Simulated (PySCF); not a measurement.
Ionisation energy of Gd²⁺ by level of theory

Gd²⁺ [Xe] 4f7 5d1 [4f5/2^6 4f7/2^1 5d3/2^1, M_J = 2] → Gd³⁺ [Xe] 4f7 [4f5/2^6 4f7/2^1, M_J = 7/2], as a difference of total energies. All numbers are calculated (PySCF 2.14, the two-component X2C-1e Hamiltonian, in x2c-SVPall-2c). Correlated levels: [Ar] 3d10 frozen; the 16 highest virtual spinors dropped. "Screened" scales the spin-orbit matrix elements by Boettger's factors to mimic the two-electron term; Breit and QED terms are absent.

```csv
method,ionisation energy (eV),difference from reference (eV)
GHF (spin-free),19.347,-1.193
GMP2 (spin-free),20.109,-0.431
GHF (screened spin-orbit),19.460,-1.080
GMP2 (screened spin-orbit),20.250,-0.290
```

Reference: 20.54 ± 0.03 eV (semi-empirical (NIST evaluation); NIST Atomic Spectra Database, ionization energies).

The spin-free rows relax to the high-spin LS determinant and lack the spin-orbit shift.

Errors of the correlated levels include the incompleteness of this basis and the frozen core.

The labels give the starting determinants; with spin-orbit coupling the two ends relaxed to ⟨J²⟩ = 9.63, ⟨L²⟩ = 6.03, ⟨S²⟩ = 19.83 and ⟨J²⟩ = 15.76, ⟨L²⟩ = 0.11, ⟨S²⟩ = 15.68.

The determinant of Gd²⁺ mixes levels of different J (the jj label is only the starting occupation), so the difference between spin-free and spin-orbit rows is not the physical spin-orbit shift.
